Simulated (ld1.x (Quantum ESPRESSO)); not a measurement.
## What one change does to a pseudopotential (palladium (Pd), TM)

Pd (Z = 46), norm-conserving Troullier–Martins (Kleinman–Bylander form), made with ld1.x (Quantum ESPRESSO) 7.5 (PBEsol, scalar-relativistic). Core [Ar] 3d10, reference 4s2 4p6 4d10 5s0. Waves: 4s (bound): rc 1.60 bohr; 4p (bound): rc 1.70 bohr; 4d (bound): rc 1.40 bohr. Local part: all-electron potential smoothed inside 1.70 bohr (lloc = -1). Core correction: Bessel-smoothed model core, default radius (core density twice the valence density).

Change: all radii but the core radius scaled by about 1.15 (s 1.84, p 1.96, d 1.62 bohr); local potential all-electron potential smoothed inside 1.96 bohr (lloc = -1).

Cutoffs: the cutoffs (Ry, on a coarse ladder) from which the occupation-weighted sum of valence levels, in a spherical-Bessel basis at the reference potential, stays within 10 and 1 mRy of its value at 400 Ry; they do not see the model core or the augmentation charge, which bear on the density cutoff. Errors are all-electron minus pseudo energies relative to the spin-unpolarised reference configuration.

Task: How do hardness, ghosts and transferability respond?

Result: The potential gets neither clearly harder nor softer (70 Ry and 100 Ry → 70 Ry and 90 Ry); the d channel sets the loose cutoff, while the largest relative change is in s, which becomes softer; of the 7 tests that both files solve, the error grows in 7 and shrinks in 0 by more than 15 % and 0.3 meV (median size 21.4 → 68.7 meV); neither file shows a bound ghost at the reference potential, the only one tested. More of the atom is replaced by a form fitted at one configuration, so other configurations suffer.

| quantity | base | changed |
| --- | --- | --- |
| cutoff, loose | 70 Ry | 70 Ry |
| cutoff, tight | 100 Ry | 90 Ry |
| loose cutoff by channel (10 mRy a level) | s 35 Ry, p 30 Ry, d 50 Ry | s 18 Ry, p 30 Ry, d 50 Ry |
| bound ghosts | none | none |
| error for 4s2 4p6 4d9 5s0, meV [ΔE 9.12 eV] | -1.3 | -4.3 |
| error for 4s2 4p6 4d8 5s0, meV [ΔE 29.94 eV] | -8.6 | -26 |
| error for 4s2 4p6 4d7 5s0, meV [ΔE 64.29 eV] | -21 | -69 |
| error for 4s2 4p6 4d9.5 5s0, meV [ΔE 3.24 eV] | -0.1 | -0.7 |
| error for 4s1 4p6 4d10 5s0, meV [ΔE 91.49 eV] | -298 | -496 |
| error for 4s2 4p6 4d9 5s1, meV [ΔE 1.51 eV] | -702 | +1326 |
| error for 4s2 4p6 4d8 5s1, meV [ΔE 13.66 eV] | -1125 | +2011 |

Changed file: These tests converged, but a pseudo level misses the all-electron one widely, so the file describes the atom poorly there or has found another state: 4s2 4p6 4d8 5s0: empty 5s by 2.6 eV; 4s2 4p6 4d7 5s0: empty 5s by 3.6 eV; 4s1 4p6 4d10 5s0: empty 5s by 2.1 eV (a node warning on the way).
